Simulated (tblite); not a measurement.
Species: CH10GeOSi2.
Bonds: Si1–C2, C2–Ge3, Ge3–O4, O4–Si5. Hydrogens: H6, H7, H8 on Si1; H9, H10 on C2; H11, H12 on Ge3; H13, H14, H15 on Si5.

Computed with GFN2-xTB (tblite), gas phase: L-BFGS steps from a force-field or distance-geometry start until the largest atomic force falls under 0.01 eV/Å.

At the end of the run (lengths in Å): O4–Si5 1.619, Ge3–O4 1.747, Si1–C2 1.902, Ge3–H11 1.508, C2–H9 1.090, C2–H10 1.089, Ge3–H12 1.520, Ge3–O4–Si5 144.9°, Si1–C2–Ge3 113.1°, C2–Ge3–O4 109.2°, Si1–C2–Ge3–O4 59°, C2–Ge3–O4–Si5 49°, H11–Ge3–O4–Si5 172°, H13–Si5–O4–Ge3 76°.

Question: These geometries were met on the way; a selection of coordinates is given. Order them by energy above the end point, lowest first.
A. O4–Si5 1.625, Ge3–O4 1.788, Si1–C2 1.913, Ge3–H11 1.511, C2–H9 1.095, C2–H10 1.094, Ge3–H12 1.530, Ge3–O4–Si5 123.0°, Si1–C2–Ge3 110.1°, C2–Ge3–O4 106.6°, Si1–C2–Ge3–O4 61°, C2–Ge3–O4–Si5 70°, H11–Ge3–O4–Si5 -166°, H13–Si5–O4–Ge3 57°
B. O4–Si5 1.731, Ge3–O4 1.801, Si1–C2 1.850, Ge3–H11 1.557, C2–H9 1.119, C2–H10 1.114, Ge3–H12 1.543, Ge3–O4–Si5 105.0°, Si1–C2–Ge3 110.1°, C2–Ge3–O4 110.3°, Si1–C2–Ge3–O4 52°, C2–Ge3–O4–Si5 77°, H11–Ge3–O4–Si5 -166°, H13–Si5–O4–Ge3 57°
C. O4–Si5 1.629, Ge3–O4 1.758, Si1–C2 1.894, Ge3–H11 1.512, C2–H9 1.087, C2–H10 1.083, Ge3–H12 1.501, Ge3–O4–Si5 119.5°, Si1–C2–Ge3 110.2°, C2–Ge3–O4 107.8°, Si1–C2–Ge3–O4 60°, C2–Ge3–O4–Si5 71°, H11–Ge3–O4–Si5 -166°, H13–Si5–O4–Ge3 57°
D. O4–Si5 1.617, Ge3–O4 1.815, Si1–C2 1.907, Ge3–H11 1.508, C2–H9 1.080, C2–H10 1.083, Ge3–H12 1.536, Ge3–O4–Si5 110.9°, Si1–C2–Ge3 108.7°, C2–Ge3–O4 109.0°, Si1–C2–Ge3–O4 56°, C2–Ge3–O4–Si5 74°, H11–Ge3–O4–Si5 -165°, H13–Si5–O4–Ge3 56°
E. O4–Si5 1.616, Ge3–O4 1.741, Si1–C2 1.904, Ge3–H11 1.497, C2–H9 1.088, C2–H10 1.086, Ge3–H12 1.518, Ge3–O4–Si5 128.8°, Si1–C2–Ge3 111.5°, C2–Ge3–O4 105.9°, Si1–C2–Ge3–O4 63°, C2–Ge3–O4–Si5 70°, H11–Ge3–O4–Si5 -166°, H13–Si5–O4–Ge3 57°

Answer: E (0.065 eV), A (0.114 eV), C (0.210 eV), D (0.354 eV), B (0.597 eV).

```json
{"step": "17", "E above end (eV)": "0.065", "rms distance from the end, all atoms (Å)": "0.271", "largest force (eV/Å)": "0.282", "rms shift of all bonds from the end (Å)": "0.005"}
{"step": "11", "E above end (eV)": "0.114", "rms distance from the end, all atoms (Å)": "0.320", "largest force (eV/Å)": "0.301", "rms shift of all bonds from the end (Å)": "0.013"}
{"step": "6", "E above end (eV)": "0.210", "rms distance from the end, all atoms (Å)": "0.375", "largest force (eV/Å)": "0.330", "rms shift of all bonds from the end (Å)": "0.009"}
{"step": "2", "E above end (eV)": "0.354", "rms distance from the end, all atoms (Å)": "0.410", "largest force (eV/Å)": "0.919", "rms shift of all bonds from the end (Å)": "0.021"}
{"step": "0", "E above end (eV)": "0.597", "rms distance from the end, all atoms (Å)": "0.421", "largest force (eV/Å)": "2.472", "rms shift of all bonds from the end (Å)": "0.041"}
```

Rows stand in the order of the answer.
